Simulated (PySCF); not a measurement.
Species: C8H8O2.
SMILES: `O=C(O)C1=CC=CC12CC2`

All values: CAM-B3LYP/def2-SVPD (PySCF, non-relativistic), on one gas-phase PBE0-D3(BJ)/def2-SVP geometry that isn't relaxed in the solvent. The solvent is an IEF-PCM continuum (cavity from Bondi-type radii × 1.2), and excitations are vertical TDDFT with non-equilibrium linear response and a frozen core. The model holds no explicit solvent molecules, cavitation or dispersion.

Gas-phase singlets (H = HOMO, L = LUMO):

```csv
state,E (eV),λ (nm),f,leading configurations
S1,4.475,277,0.186,H→L 97%
S2,5.161,240,0.000,"H-2→L 86%, H-2→L+2 9%"
S3,5.572,223,0.168,H-1→L 89%
S4,6.580,188,0.002,H-3→L 96%
S5,6.636,187,0.003,"H→L+1 69%, H→L+3 14%"
```

Question: How does the list change in acetonitrile (ε = 35.69)?

Answer: 
```csv
state,E (eV),λ (nm),f,leading configurations,change by rank (eV)
S1,4.390,282,0.237,H→L 98%,-0.085
S2,5.286,235,0.000,"H-2→L 86%, H-2→L+2 10%",+0.125
S3,5.473,227,0.233,H-1→L 92%,-0.099
S4,6.491,191,0.003,H-3→L 96%,-0.089
S5,6.634,187,0.225,H→L+2 86%,-0.002
```

Question: Give the list for dimethylsulfoxide (ε = 46.83), n² = 2.19.

Answer: 
```csv
state,E (eV),λ (nm),f,leading configurations,change by rank (eV)
S1,4.368,284,0.250,H→L 98%,-0.107
S2,5.287,235,0.000,"H-2→L 86%, H-2→L+2 10%",+0.126
S3,5.455,227,0.254,H-1→L 93%,-0.117
S4,6.489,191,0.004,H-3→L 96%,-0.091
S5,6.616,187,0.241,H→L+2 87%,-0.020
```

Question: The ground-state energy changes by -0.304 eV from gas to dimethylsulfoxide. By how much does the total energy of gas-phase S1 change?

Answer: E(S1) = E(S0) + excitation energy, so it changes by -0.304 − 0.107 = -0.411 eV: it is lowered more than the ground state, which is what a red shift means. This is the vertical state, with the slow part of the continuum still set for S0.

Question: How do the frontier levels move from gas to dimethylsulfoxide?

Answer: 
```csv
orbital,gas (eV),solvent (eV),change (eV)
LUMO+2,1.64,1.63,-0.01
LUMO+1,1.16,1.24,+0.08
LUMO,-0.67,-0.68,-0.01
HOMO,-7.96,-7.96,0.00
HOMO-1,-9.13,-9.08,+0.05
HOMO-2,-9.66,-9.83,-0.17
HOMO-3,-10.55,-10.46,+0.09
```

The HOMO–LUMO gap goes from 7.29 to 7.28 eV.

The values belong to the conformer `[O:1]=[C:2]([OH:3])[C:4]1=[CH:5][CH:6]=[CH:7][C:8]12[CH2:9][CH2:10]2`: O1–C2–C4–C5 180°, H–O3–C2–O1 0°.
